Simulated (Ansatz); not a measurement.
Consider the homolysis of the Cl–Ga bond: `[OH][Ga]([OH])[Cl]` → Cl• + `[OH][Ga][OH]`•.

Gas-phase electronic energies from Ansatz, PBE0-D4/def2-TZVP geometries. CCSD(T)/CBS is the MP2 limit (def2-TZVPP, def2-QZVPP) plus CCSD(T) − MP2 in def2-TZVPP, frozen cores. This one scheme is used for every species, atoms too. No spin–orbit coupling; open shells (•) take unrestricted orbitals. Spin–orbit coupling would lower the free atoms: a little for Cl. Bonds to Ga are less sure, by a few kJ/mol each and by 10 to 20 or more in all where they break to atoms, as the def2 sets lack core-valence functions. Scalar relativity is left out up to krypton. One conformer a species, not always the lowest.

`[OH][Ga]([OH])[Cl]`:

```xyz
6

O    -0.179    0.515    1.404
Ga    0.182   -0.231   -0.162
O    -0.660    0.326   -1.611
Cl    1.613   -1.788   -0.337
H     0.327    0.147    2.132
H    -1.284    1.031   -1.426
```

`[OH][Ga][OH]`•:

Z-matrix (Å, degrees):
```
O
Ga 1 1.804
H 1 0.960 2 114.9
O 2 1.795 1 114.9 3 180.0
H 4 0.963 2 111.1 1 0.0
```

```csv
species,MP2/def2-TZVPP energy (Eh)
`[OH][Ga]([OH])[Cl]`,-2534.74436
Cl•,-459.63530
`[OH][Ga][OH]`•,-2074.93785
```

(1) Work out ΔE.

Largest T1 diagnostic among the species: 0.017.

Answers

(1) ΔE = (-459.63530) + (-2074.93785) − (-2534.74436) = 0.17121 Eh = +107.4 kcal/mol. CCSD(T)/CBS gives +106.8 kcal/mol.

From PBE to PBE0 (25 % exact exchange), in def2-TZVPP and without D4, ΔE moves by +1.2 kcal/mol. At CCSD(T), def2-SVP lies −6.8 kcal/mol from the extrapolated value and def2-TZVPP −3.7 kcal/mol: correlation converges slowly with the basis, and small sets miss more of it in the bonded molecule than in its fragments.
